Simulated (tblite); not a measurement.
C₃H₇Si₂ (doublet state).
Atom-mapped SMILES: `[SiH3:1][C@H:2]1[C:3]=[CH:4][SiH2:5]1` (hydrogens: H6, H7, H8 on Si1; H9 on C2; H10 on C4; H11, H12 on Si5)
Bond orders are those of one Lewis drawing.

Computed with GFN2-xTB (tblite), gas phase: L-BFGS steps from a force-field or distance-geometry start until the largest atomic force falls under 0.01 eV/Å.

Step 3: E = -361.3332 eV
```
atom  x, y, z in Å  |  force x, y, z in eV/Å
Si1     1.8537   -0.0260    0.3918   -0.067   0.033  -0.128
C2      0.2921   -0.0872   -0.6495   -0.467   0.352   0.052
C3     -0.5404   -1.3151   -0.4652    0.233  -0.195  -0.209
C4     -1.7277   -0.9980    0.0044   -0.642   0.278   0.283
Si5    -1.2891    0.8385   -0.0003   -0.072   0.064   0.205
H6      1.6329   -0.5864    1.7171   -0.035   0.020   0.116
H7      2.3168    1.3556    0.4539    0.047   0.140   0.079
H8      2.7923   -0.8251   -0.3527    0.525  -0.300  -0.118
H9      0.4651    0.1336   -1.7023    0.245  -0.122   0.006
H10    -2.6143   -1.5325    0.2820    0.142  -0.358  -0.058
H11    -1.2027    1.4468    1.3392    0.034  -0.011  -0.307
H12    -1.9775    1.5951   -1.0444    0.057   0.098   0.078
```

Step 4: E = -361.3541 eV
```
atom  x, y, z in Å  |  force x, y, z in eV/Å
Si1     1.8623   -0.0273    0.3915   -0.132  -0.006  -0.200
C2      0.2924   -0.0785   -0.6505   -0.445   0.221   0.043
C3     -0.5403   -1.3071   -0.4694   -0.505  -0.023   0.107
C4     -1.7443   -0.9972    0.0119    0.350   0.218  -0.099
Si5    -1.2949    0.8354    0.0025   -0.118   0.054   0.125
H6      1.6311   -0.5850    1.7194   -0.013   0.032   0.062
H7      2.3164    1.3590    0.4559    0.057   0.098   0.073
H8      2.8045   -0.8321   -0.3551    0.415  -0.210  -0.042
H9      0.4723    0.1301   -1.7079    0.201  -0.090   0.114
H10    -2.6195   -1.5469    0.2835    0.073  -0.366  -0.034
H11    -1.2014    1.4492    1.3362    0.038   0.005  -0.262
H12    -1.9773    1.5998   -1.0442    0.079   0.066   0.112
```

Step 5: E = -361.3764 eV
```
atom  x, y, z in Å  |  force x, y, z in eV/Å
Si1     1.8684   -0.0289    0.3879   -0.149  -0.062  -0.239
C2      0.2859   -0.0672   -0.6506   -0.285   0.024   0.037
C3     -0.5498   -1.2993   -0.4709   -0.415   0.029   0.100
C4     -1.7533   -0.9938    0.0169    0.240   0.009  -0.089
Si5    -1.3025    0.8333    0.0063   -0.130   0.159   0.007
H6      1.6293   -0.5831    1.7222    0.016   0.059  -0.039
H7      2.3170    1.3637    0.4590    0.049   0.011   0.057
H8      2.8221   -0.8417   -0.3577    0.234  -0.071   0.066
H9      0.4822    0.1254   -1.7111    0.117  -0.052   0.198
H10    -2.6228   -1.5660    0.2843    0.215  -0.199  -0.069
H11    -1.1995    1.4517    1.3298    0.039   0.044  -0.148
H12    -1.9757    1.6052   -1.0420    0.069   0.049   0.119
```

**Question.** Estimate the geometry and energy of step 6. (The exact step hangs on the optimiser's Hessian estimate; all steps are aligned on step 5, rigid shifts and turns removed.)

**Answer.** E = -361.3935 eV, largest force 0.230 eV/Å
```
atom  x, y, z in Å  |  force x, y, z in eV/Å
Si1     1.8690   -0.0316    0.3788   -0.090  -0.083  -0.169
C2      0.2720   -0.0571   -0.6493   -0.011  -0.165   0.018
C3     -0.5630   -1.2943   -0.4717   -0.166   0.089   0.025
C4     -1.7608   -0.9903    0.0210    0.045  -0.107  -0.038
Si5    -1.3112    0.8361    0.0096   -0.129   0.122  -0.098
H6      1.6282   -0.5801    1.7236    0.040   0.089  -0.161
H7      2.3188    1.3678    0.4629    0.016  -0.114   0.023
H8      2.8428   -0.8515   -0.3582    0.033   0.070   0.158
H9      0.4933    0.1203   -1.7087    0.007  -0.008   0.209
H10    -2.6182   -1.5857    0.2826    0.204  -0.093  -0.052
H11    -1.1971    1.4548    1.3205    0.043   0.115   0.032
H12    -1.9727    1.6109   -1.0372    0.009   0.085   0.053
```

The energy changes by -0.0171 eV. The first-order estimate −F·Δx gives -0.0272 eV and the mean of the old and new forces, exact on a quadratic surface, -0.0171 eV. The step makes an angle of 45° with the force vector and moves no atom by more than 0.023 Å.

The cost below is that of the whole relaxation. The run took 0.31 s on Arm Neoverse V2, one thread, shared host with 96 logical CPUs at a one-minute load of 68.
